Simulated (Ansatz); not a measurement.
Relaxation of CH$_{7}$AlFNO (12 atoms, charge 0, multiplicity 1), to a largest force component of 0.03 eV/Å in at most 50 steps.

The calculation used Ansatz, RKS PBE0-D4/6-31G*.

```xyz
12
Properties=species:S:1:pos:R:3:forces:R:3
Al -0.319 -0.155 0.214 -0.22 1.51 0.49
F 2.028 1.811 -0.053 0.78 -0.68 -0.34
C -0.507 -0.431 -1.699 0.00 -0.01 -0.03
N 0.115 -1.415 1.390 -0.01 0.03 -0.01
H 1.270 2.246 0.228 -1.26 0.43 0.45
O -0.759 1.486 0.863 0.69 -1.29 -0.57
H -0.341 0.506 -2.242 0.00 0.00 0.00
H -1.515 -0.780 -1.954 0.00 0.01 0.01
H 0.204 -1.170 -2.085 0.01 0.00 0.00
H 0.219 -1.285 2.386 0.01 -0.03 0.00
H 0.418 -2.343 1.124 -0.01 0.01 0.02
H -0.812 1.530 1.826 -0.01 0.02 -0.03
```

**Question.** Where does it end, and by what steps?

**Answer.** It converged. After 20 steps the energy has fallen by 1.615 eV; H5 moved furthest, 1.50 Å. Parted: F2–H5 (0.92 → 2.65 Å). Joined: Al1–F2 (3.07 → 1.68 Å), H5–O6 (2.26 → 0.97 Å).

| step | energy less start (eV) | largest force component (eV/Å) | accepted |
| --- | --- | --- | --- |
| 0 | 0.0000 | 1.512 | yes |
| 1 | -0.2268 | 0.815 | yes |
| 2 | -0.3669 | 1.170 | yes |
| 3 | -0.4956 | 1.562 | yes |
| 4 | -0.6291 | 0.471 | yes |
| 5 | -0.6679 | 0.525 | yes |
| 6 | -0.7423 | 0.820 | yes |
| 7 | -0.8287 | 1.067 | yes |
| 8 | -1.1237 | 0.878 | yes |
| 9 | -1.1543 | 4.338 | yes |
| 10 | -1.4097 | 0.650 | yes |
| 11 | -1.4732 | 0.598 | yes |
| 12 | -1.5282 | 0.316 | yes |
| 13 | -1.5547 | 0.207 | yes |
| 14 | -1.5724 | 0.332 | yes |
| 15 | -1.5891 | 0.399 | yes |
| 16 | -1.6034 | 0.368 | yes |
| 17 | -1.6117 | 0.164 | yes |
| 18 | -1.6145 | 0.067 | yes |
| 19 | -1.6143 | 0.128 | no |
| 20 | -1.6152 | 0.021 | yes |

```xyz
12
Properties=species:S:1:pos:R:3
Al 0.466 0.067 -0.096
F 1.966 0.819 -0.061
C -0.353 -0.383 -1.808
N 0.139 -0.887 1.458
H 0.037 2.237 1.081
O -0.564 1.517 0.832
H -0.443 0.500 -2.453
H -1.358 -0.807 -1.695
H 0.250 -1.119 -2.353
H 0.925 -1.121 2.055
H -0.489 -1.683 1.447
H -0.575 0.860 1.594
```

Whether the end is a true minimum wasn't checked by a vibrational analysis.

Time of the run: 47 s on 2 threads of Intel(R) Xeon(R) Platinum 8488C (Sapphire Rapids), with other jobs on the host, peak memory 0.21 GiB.
